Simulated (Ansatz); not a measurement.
Stepwise reaction of `NC[SiH](O)O` with ammonia, as a gas-phase model of exchange steps in deposition or etching. ΔE in kJ/mol.

Computed with Ansatz on PBE0-D4/def2-TZVP structures; ΔE is electronic, products minus reactants. CBS: MP2 limit from def2 TZ/QZ plus the TZ coupled-cluster correction, frozen cores. This one scheme is used for every species. DFT in def2-TZVPP. B3LYP here is the variant with VWN-RPA as its local correlation; programs differ in this. One conformer a species, not always the lowest.

```json
{"step": "2", "reaction": "`NC[SiH](N)O` + NH₃ → `NC[SiH](N)N` + H₂O", "PBE-D4": "51.9", "B3LYP-D4": "56.8", "ωB97M-V": "57.9", "CCSD(T)/CBS": "54.4"}
```

Question: Give the row of step 1, `NC[SiH](O)O` + NH₃ → `NC[SiH](N)O` + H₂O. (An estimate is asked.)

Answer: Computed: 
| step | reaction | PBE-D4 | B3LYP-D4 | ωB97M-V | CCSD(T)/CBS |
| --- | --- | --- | --- | --- | --- |
| 1 | `NC[SiH](O)O` + NH₃ → `NC[SiH](N)O` + H₂O | 43.6 | 44.9 | 45.0 | 42.7 |

Question: By hand: ΔE of the 2 steps together at CCSD(T)/CBS.

Answer: (42.7) + (54.4) = 97.1 kJ/mol, or 48.5 kJ/mol a step.

In ΔE each step is higher than the one before. All are uphill at CCSD(T)/CBS. PBE-D4 differs from CCSD(T)/CBS by -2.5 to 0.9 kJ/mol a step. Isolated molecules leave out the surface, adducts and barriers. Largest T1 diagnostic: 0.011.
